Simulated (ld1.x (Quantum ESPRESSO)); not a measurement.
## Which change was made? (Zr, PAW)

- Element: Zr
- Generator: ld1.x (Quantum ESPRESSO) 7.5
- Type: PAW
- Functional: PBE
- Relativity: fully relativistic
- Frozen core: [Ar] 3d10
- Valence charge: 12
- Reference configuration: 4s2 4p6 4d2 5s0 5p0 (charge +2)
- Partial waves: 4s (bound): rcut 1.95, rcutus 2.25 bohr; 5s (bound, empty): rcut 1.95, rcutus 2.25 bohr; 4p (bound): rcut 1.75, rcutus 2.05 bohr; 5p (bound, empty): rcut 1.75, rcutus 2.05 bohr; 4d (bound): rcut 1.70, rcutus 2.00 bohr; 4d channel at -0.95 Ry: rcut 1.70, rcutus 2.00 bohr
- Local potential: all-electron potential smoothed inside 1.85 bohr (lloc = -1)
- Core correction: a·sin(br)/r model core, default radius (ld1.x builds one for every PAW set, though the input has nlcc=.false.)
- Augmentation charge: BESSEL, radius 1.55 bohr

Open shells are filled in proportion to 2j + 1 (rel_dist='average').

Cutoffs, loose and tight: the cutoffs (Ry, on a coarse ladder) from which the occupation-weighted sum of valence levels, in a spherical-Bessel basis at the reference potential, stays within 10 and 1 mRy of its value at 400 Ry. They do not see the model core or the augmentation charge, which bear on the density cutoff. Test errors are all-electron minus pseudo excitation energies from the reference, over the configurations 4s2 4p6 4d2 5s2 5p0; 4s2 4p6 4d2 5s1 5p0; 4s2 4p6 4d1 5s0 5p0; 4s2 4p6 4d2 5s0 5p1; 4s2 4p6 4d1 5s2 5p1; 4s2 4p6 4d3 5s1 5p0; 4s2 4p6 4d2.5 5s1.5 5p0; variants that change the core or the reference have their own tests.

The base gives: outcome: generated; bound ghosts: not determined; largest test error (meV): +7.3.

Problem. After one change the result is: outcome: generated; bound ghosts: not determined; largest test error (meV): +1.4. Which change was it?
A. waves 4p (bound): rcut 1.68, rcutus 1.78 bohr; 5p (bound): rcut 1.68, rcutus 1.78 bohr
B. type ultrasoft; local potential all-electron potential smoothed inside 1.75 bohr (lloc = -1); core correction none; augmentation PSQ, radius 1.75 bohr
C. waves 4s (bound): rcut 1.32, rcutus 1.40 bohr; 5s (bound): rcut 1.32, rcutus 1.40 bohr

Solution. C. The others give: waves 4p (bound): rcut 1.68, rcutus 1.78 bohr; 5p (bound): rcut 1.68, rcutus 1.78 bohr → outcome: generated; bound ghosts: not determined; largest test error (meV): +41 | type ultrasoft; local potential all-electron potential smoothed inside 1.75 bohr (lloc = -1); core correction none; augmentation PSQ, radius 1.75 bohr → outcome: generated, overlap not positive; bound ghosts: not determined (overlap not positive); largest test error (meV): +11. A file whose overlap is not positive is unfit for use, and its test errors describe a broken file.
